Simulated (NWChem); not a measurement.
# Si₂BiH₇; SMILES [SiH3][BiH][SiH3]

No frequency run checked for a minimum. def2 effective core potentials on Bi; no spin-orbit coupling.

**Question.** Give the equilibrium geometry at PBE-D3(BJ)/def2-SVP with def2 effective core potentials on Bi (NWChem) as a list of bonds and angles, with the point group.

**Answer.** point group Cs; any orientation.
Bonds (Å): Bi1–H2 1.821, Bi1–Si3 2.695, Bi1–Si7 2.695, Si3–H4 1.505, Si3–H5 1.507, Si3–H6 1.506, Si7–H8 1.505, Si7–H9 1.506, Si7–H10 1.507. Angles (°): H2–Bi1–Si3 89.1, H2–Bi1–Si7 89.1, Si3–Bi1–Si7 87.6, Bi1–Si3–H4 112.1, Bi1–Si3–H5 108.7, Bi1–Si3–H6 110.1, H4–Si3–H5 108.7, H4–Si3–H6 108.9, H5–Si3–H6 108.3, Bi1–Si7–H8 112.1, Bi1–Si7–H9 110.1, Bi1–Si7–H10 108.7, H8–Si7–H9 108.9, H8–Si7–H10 108.7, H9–Si7–H10 108.3.
